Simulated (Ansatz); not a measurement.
Process, species as SMILES: [GaH] (GaH) (closed-shell singlet) → Ga atom + H atom
B3LYP-D3(BJ)/def2-TZVP geometries, fixed; electronic energies without zero-point terms.

Energies in hartree at CCSD(T) with Ansatz (a program for electronic structure); the atomisation energy is their sum with the coefficients shown, times 627.509 kcal/mol a hartree. All functions are spherical. Cores are frozen (with 3d on Ga to Br). Open shells are unrestricted. No added dispersion term, no relativity.

| species | coefficient | part | aug-cc-pVDZ | aug-cc-pVTZ | aug-cc-pVQZ |
|---|---|---|---|---|---|
| [GaH] (GaH) (closed-shell singlet) | -1 | Hartree-Fock | -1923.76720 | -1923.83759 | -1923.84013 |
| [GaH] (GaH) (closed-shell singlet) | -1 | correlation | -0.07408 | -0.08022 | -0.08247 |
| Ga atom | +1 | Hartree-Fock | -1923.19296 | -1923.26202 | -1923.26423 |
| Ga atom | +1 | correlation | -0.04471 | -0.04764 | -0.04932 |
| H atom | +1 | Hartree-Fock | -0.49933 | -0.49982 | -0.49995 |

**Question.** Predict the atomisation energy in aug-cc-pV5Z (X = 5): let each Hartree-Fock step shrink by the ratio of the last two, and fit each correlation energy at X = 3 and 4 to E + A/X^3. Compare with the run.

**Answer.** 
- [GaH] (GaH) (closed-shell singlet): steps -0.07039 and -0.00254, ratio 0.036, so Hartree-Fock -1923.84022 (run: -1923.84046); A = (-0.08022 - (-0.08247))/(1/27 - 1/64) = 0.1051, correlation -0.08247 - A/64 + A/125 = -0.08327 (run: -0.08303).
- Ga atom: steps -0.06906 and -0.00221, ratio 0.032, so Hartree-Fock -1923.26430 (run: -1923.26444); A = (-0.04764 - (-0.04932))/(1/27 - 1/64) = 0.0785, correlation -0.04932 - A/64 + A/125 = -0.04992 (run: -0.04969).
- H atom: steps -0.00049 and -0.00013, ratio 0.265, so Hartree-Fock -0.49998 (run: -0.49999).
Predicted 68.58 kcal/mol; the run in aug-cc-pV5Z gives 68.63, a miss of -0.05. Keeping the value in aug-cc-pVQZ, 68.46, would miss by -0.17. All sums are of the energies as printed.
